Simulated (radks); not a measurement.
Valence configurations of As (all share [Ar]). Method: scalar-relativistic Kohn-Sham, PBE, spin-unpolarised, spherical densities, point nucleus; computed with a radial shooting solver on a logarithmic mesh with Libxc functionals. Order these by energy: 3d8 4s1 4p6; 3d9 4s1 4p5; 3d9.5 4s2 4p3.5; 3d9 4s2 4p4; 3d10 4s2 4p3; 3d7 4s2 4p6; 3d10 4s1 4p4; 3d8 4s2 4p5; 3d9.5 4s1 4p4.5; 3d10 4p5.

Answer. From the lowest, in eV above it: 3d10 4s2 4p3 0.000; 3d10 4s1 4p4 9.417; 3d9.5 4s2 4p3.5 18.873; 3d10 4p5 19.056; 3d9.5 4s1 4p4.5 28.785; 3d9 4s2 4p4 40.098; 3d9 4s1 4p5 50.484; 3d8 4s2 4p5 89.878; 3d8 4s1 4p6 101.16; 3d7 4s2 4p6 149.86. NIST lists [Ar] 3d10 4s2 4p3 as the ground configuration; this level of theory agrees among the configurations tried. The energies are those of spherical spin-averaged densities, not of single terms.
